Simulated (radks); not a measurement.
All-electron atom: the europium ion Eu9+ in [Kr] 4d10 4f5 5s2 5p1. All-electron calculation, non-relativistic Kohn-Sham, LB94 model potential, spin-polarised, spherical densities, point nucleus; open shells are filled with parallel spins first (spin-orbit coupling, left out, can overturn this in heavy ions); relativity is left out, which matters for an element this heavy. Program: a radial shooting solver on a logarithmic mesh with Libxc functionals.

Radial electron density D(r) = 4 pi r^2 rho(r):

```
   r/bohr * D(r) (the largest magnitude, 108, reaches the edge; | marks zero)
 0.001572 | *
 0.002064 |   *
 0.002709 |     *
 0.003556 |        *
 0.004668 |             *
 0.006127 |                   *
 0.008106 |                          *
  0.01064 |                                 *
  0.01397 |                                      *
  0.01833 |                                        *
  0.02406 |                                      *
  0.03158 |                                    *
  0.04146 |                                       *
  0.05441 |                                               *
  0.07142 |                                                      *
  0.09375 |                                                  *
   0.1231 |                                          *
   0.1615 |                                            *
    0.212 |                                               *
   0.2783 |                                 *
   0.3653 |                    *
   0.4794 |                      *
   0.6344 |                    *
   0.8327 |           *
    1.093 |    *
    1.435 | *
    1.883 |*
    2.472 *
    3.244 *
```

D(r) has 4 maxima, at r = 0.0178, 0.0743, 0.197, 0.541 bohr, and minima at 0.0321, 0.133, 0.389 bohr, inside which lie 1.97, 11.47, 29.43 electrons.
